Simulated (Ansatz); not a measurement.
Consider the atomization: `[CH3][Ge]([F])([F])[C]#N` → 2 C• + 2 F• + Ge• + 3 H• + N•.

Isolated molecules relaxed with PBE0-D4/def2-TZVP in Ansatz; ΔE leaves out vibrations. CCSD(T)/CBS is the MP2 limit (def2-TZVPP, def2-QZVPP) plus CCSD(T) − MP2 in def2-TZVPP, frozen cores. This one scheme is used for every species, atoms too. Functionals use def2-TZVPP. B3LYP here is the variant with VWN-RPA as its local correlation; programs differ in this. HSE06 is defined as in plane-wave codes. Open shells (•) are unrestricted, without spin–orbit coupling. Spin–orbit coupling would lower the free atoms: a little for C, F; clearly for Ge. Bonds to Ge are less sure, by a few kJ/mol each and by 10 to 20 or more in all where they break to atoms, as the def2 sets lack core-valence functions. Scalar relativity is left out up to krypton.

| level | ΔE (eV) | difference from CCSD(T)/CBS |
| --- | --- | --- |
| LDA (SPW92) | 44.52 | 6.00 |
| PBE-D4 | 39.56 | 1.04 |
| BLYP-D4 | 38.59 | 0.07 |
| r2SCAN-D4 | 38.42 | -0.10 |
| B97M-V | 38.50 | -0.02 |
| PBE0-D4 | 38.31 | -0.21 |
| B3LYP-D4 | 38.22 | -0.30 |
| r2SCANh-D4 | 37.98 | -0.54 |
| r2SCAN0-D4 | 37.35 | -1.17 |
| HSE06-D4 | 38.34 | -0.18 |
| BHLYP-D4 | 36.57 | -1.95 |
| CAM-B3LYP-D4 | 38.50 | -0.02 |
| ωB97X-V | 38.58 | 0.06 |
| ωB97M-V | 38.43 | -0.09 |
| B2PLYP | 38.18 | -0.34 |
| PBE-QIDH | 38.16 | -0.36 |
| PBE | 39.37 | 0.85 |
| revPBE | 37.79 | -0.73 |
| BLYP | 38.19 | -0.33 |
| r2SCAN | 38.37 | -0.15 |
| PBE0 | 38.15 | -0.37 |
| B3LYP | 37.91 | -0.61 |
| r2SCANh | 37.93 | -0.59 |
| r2SCAN0 | 37.29 | -1.23 |
| HSE06 | 38.19 | -0.33 |
| BHLYP | 36.33 | -2.19 |
| CAM-B3LYP | 38.34 | -0.18 |
| LC-ωPBE | 38.42 | -0.10 |
| HF/def2-SVP | 26.72 | -11.80 |
| MP2/def2-SVP | 37.45 | -1.07 |
| CCSD(T)/def2-SVP | 36.20 | -2.32 |
| MP2/def2-TZVPP | 38.94 | 0.42 |
| SCS-MP2/def2-TZVPP | 38.43 | -0.09 |
| CCSD/def2-TZVPP | 36.76 | -1.76 |
| HF/def2-QZVPP | 26.81 | -11.71 |
| MP2/def2-QZVPP | 39.50 | 0.98 |
| SCS-MP2/def2-QZVPP | 39.09 | 0.57 |
| HF/CBS(def2) | 26.82 | -11.70 |
| MP2/CBS(def2) | 39.88 | 1.36 |
| CCSD/CBS(def2) | 37.70 | -0.82 |
| CCSD(T)/CBS | 38.52 | 0 |

Largest T1 diagnostic among the species: 0.013.

Leaving LDA and LC-ωPBE aside and taking each functional with its dispersion term where it has one, the values spread over 2.99 eV, from BHLYP-D4 to PBE-D4. LDA lies +5.15 eV from PBE without D4, its usual overbinding. At CCSD(T), def2-SVP lies −2.32 eV from the extrapolated value and def2-TZVPP −0.94 eV: correlation converges slowly with the basis, and small sets miss more of it in the bonded molecule than in its fragments. From PBE to PBE0 (25 % exact exchange), in def2-TZVPP and without D4, ΔE moves by −1.22 eV: exact exchange takes away binding that semilocal exchange gives to molecules.

For atomizations the MP2-based limit and the directly extrapolated one differ by several kJ/mol either way, and by 10 to 25 for some Ge, Se and Sn compounds, so smaller differences from it don't rank the levels.
